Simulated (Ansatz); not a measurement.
Gas-phase reaction in SMILES: [GeH2] (GeH2) -> [GeH2] (GeH2) as doublet, charge +1 + e-
Each molecule is optimised on its own at B3LYP-D3(BJ)/def2-TZVP (Ansatz, a first-principles code). Unstable Hartree-Fock reference: [GeH2] (GeH2). A spin state is the lowest found, not a proven ground state.
Geometry of the first species:
```
Ge
H 1 1.5993
H 1 1.5993 2 90.65
```
Charge 0, spin multiplicity 1.

Wanted: adiabatic ionisation energy (electronic energy difference), in eV. Cores are frozen in the correlated levels unless marked. Open shells are spin-unrestricted. Spin-orbit coupling is left out. Frozen are the shells of the preceding noble gas and the d and f shells that filled before the atom's block. No relativistic terms. Basis-set limits of correlation are two-point, X^-3; Hartree-Fock from the larger set (for Q and 5 zeta extrapolated as (X+1)exp(-9√X)).

```csv
level,program,adiabatic ionisation energy (eV)
HF/aug-cc-pVDZ,Ansatz,7.91
HF/def2-SVPD,Ansatz,7.90
HF/cc-pVTZ,Ansatz,7.91
HF/cc-pV5Z,Ansatz,7.90
```

Question: What does CCSD(T)/CBS(cc-pVQZ,cc-pV5Z) (Ansatz) give?

Answer: 8.99 eV
